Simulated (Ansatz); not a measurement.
`CCP(C(C)(C)C)C(C)(C)C`, 34 atoms. Total charge 0; spin multiplicity 1. All runs use 11 threads of an AMD EPYC 7R13 on a shared host and a whole NVIDIA H100 80 GB. Correlated methods freeze the cores.

Problem. Give the basis size and wall time and peak host memory of each of these runs in Ansatz. RKS PBE0-D4/def2-TZVP relaxation (8 steps); RKS ωB97M-V/def2-SVP energy; RKS ωB97M-V/def2-QZVPP energy; RKS r2SCAN-D4/def2-TZVPP energy and forces; RHF-CCSD(T)/def2-TZVPP energy; RKS revPBE-D4/def2-TZVPP energy; RKS PBE-D4/def2-TZVPP energy and forces; direct RPA on PBE orbitals/def2-TZVPP energy; RHF-MP2/def2-QZVPP energy; RKS BHLYP-D4/def2-TZVPP energy; RKS PBE0-D4/def2-QZVPP energy; RKS PBE0-D4/def2-SVP energy. (Best estimate.)

Solution. Computed: Other jobs shared the machine, so times are rough.

```
                                level                   job  functions  wall time  peak host memory (GiB)
                 RKS PBE0-D4/def2-SVP                energy        273      3.2 s                       2
                 RKS ωB97M-V/def2-SVP                energy        273      3.3 s                       2
              RKS BHLYP-D4/def2-TZVPP                energy        674      3.9 s                       2
             RKS r2SCAN-D4/def2-TZVPP     energy and forces        674      5.5 s                     1.3
                RKS PBE-D4/def2-TZVPP     energy and forces        674      5.5 s                     1.2
             RKS revPBE-D4/def2-TZVPP                energy        674        6 s                     1.2
               RKS PBE0-D4/def2-QZVPP                energy       1330      7.5 s                     2.1
direct RPA on PBE orbitals/def2-TZVPP                energy        674        8 s                     4.9
                   RHF-MP2/def2-QZVPP                energy       1330       12 s                     2.4
               RKS ωB97M-V/def2-QZVPP                energy       1330       12 s                     2.3
                RKS PBE0-D4/def2-TZVP  relaxation (8 steps)        485       20 s                     1.3
               RHF-CCSD(T)/def2-TZVPP                energy        674    2.8 min                     4.7
```
